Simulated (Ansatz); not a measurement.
`C[Si](C)(C)[Si](C)(C)[Si](C)(C)[Si](C)(C)[Si](C)(C)C` with charge -1. Total charge -1; doublet. Geometry PBE-D4/def2-SVP, that of the neutral singlet; atoms count from 1.

Cartesian coordinates in Å:
```
C -3.2888 2.2209 3.3281
Si -2.8398 0.7386 2.2211
C -4.3416 0.2975 1.1396
C -2.4099 -0.7479 3.3278
Si -0.9780 1.2966 0.8828
C 0.5520 1.4392 2.0167
C -1.2867 2.9870 0.0464
Si -0.7022 -0.3216 -0.8113
C -2.0804 -0.0378 -2.1071
C -0.8909 -2.0879 -0.1072
Si 1.3829 -0.0871 -1.8984
C 1.2059 -0.7132 -3.6983
C 1.8929 1.7542 -1.9524
Si 3.0795 -1.3652 -0.8721
C 2.7276 -3.2139 -1.1508
C 4.7434 -0.9280 -1.6881
C 3.2044 -1.0378 0.9959
H -4.1523 1.9816 3.9844
H -3.5596 3.1075 2.7185
H -2.4361 2.5053 3.9788
H -4.5942 1.1235 0.4432
H -5.2356 0.0964 1.7669
H -4.1434 -0.6090 0.5313
H -2.1443 -1.6383 2.7224
H -3.2689 -1.0197 3.9772
H -1.5471 -0.5174 3.9862
H 0.7610 0.4813 2.5343
H 1.4587 1.7168 1.4409
H 0.3881 2.2165 2.7923
H -1.4501 3.7780 0.8078
H -0.4221 3.2883 -0.5802
H -2.1840 2.9505 -0.6048
H -1.9952 0.9711 -2.5603
H -2.0104 -0.7844 -2.9252
H -3.0875 -0.1215 -1.6492
H -1.9099 -2.2394 0.3057
H -0.1618 -2.2777 0.7069
H -0.7270 -2.8508 -0.8964
H 0.4385 -0.1297 -4.2481
H 2.1656 -0.6204 -4.2488
H 0.9023 -1.7799 -3.7207
H 2.8516 1.8804 -2.4973
H 1.1242 2.3656 -2.4693
H 2.0239 2.1662 -0.9311
H 3.5420 -3.8371 -0.7241
H 2.6525 -3.4486 -2.2326
H 1.7765 -3.5203 -0.6699
H 4.7156 -1.1243 -2.7799
H 4.9916 0.1436 -1.5432
H 5.5699 -1.5307 -1.2553
H 2.2590 -1.2999 1.5132
H 3.4197 0.0288 1.2099
H 4.0187 -1.6460 1.4439
```

Single mean-field runs in def2-TZVP are fitted with def2-universal-jkfit. The highest occupied level of the charge -1 doublet lies above zero (up to 2.17 eV). By energy differences it is unbound by 1.02 eV (vertical, against the charge 0 singlet, at PBE0-D4/def2-TZVP) and held by the finite basis.

(1) Estimate the Mulliken populations of the heavy atoms from the PBE0/def2-TZVP orbitals of Ansatz.

(2) Where does the spin sit?

(3) And the Mayer bond orders between heavy atoms (over 0.3)?

Answers

(1) 
```csv
atom,charge (e),spin (α − β)
C1,-0.42,-0.08
Si2,0.17,0.18
C3,-0.48,-0.03
C4,-0.49,-0.01
Si5,0.09,0.25
C6,-0.39,-0.09
C7,-0.45,-0.07
Si8,0.08,0.26
C9,-0.49,-0.03
C10,-0.38,-0.10
Si11,-0.04,0.38
C12,-0.44,-0.07
C13,-0.32,-0.16
Si14,0.23,0.09
C15,-0.45,-0.05
C16,-0.49,-0.02
C17,-0.44,-0.02
```
Mulliken values depend strongly on the basis.

(2) Summed by element: C -0.74, Si 1.17, H 0.57, of 1 unpaired in all. Largest on single atoms: Si11 0.38, Si8 0.26, Si5 0.25.

(3) C1–Si2 0.85 (1.90 Å); Si2–C3 0.94 (1.90 Å); Si2–C4 0.94 (1.90 Å); Si2–Si5 1.08 (2.36 Å); Si5–C6 0.85 (1.91 Å); Si5–C7 0.85 (1.91 Å); Si5–Si8 1.09 (2.36 Å); Si8–C9 0.88 (1.91 Å); Si8–C10 0.81 (1.91 Å); Si8–Si11 1.17 (2.36 Å); Si11–C12 0.79 (1.91 Å); Si11–C13 0.75 (1.91 Å); Si11–Si14 1.07 (2.36 Å); Si14–C15 0.92 (1.90 Å); Si14–C16 0.92 (1.90 Å); Si14–C17 0.96 (1.90 Å).
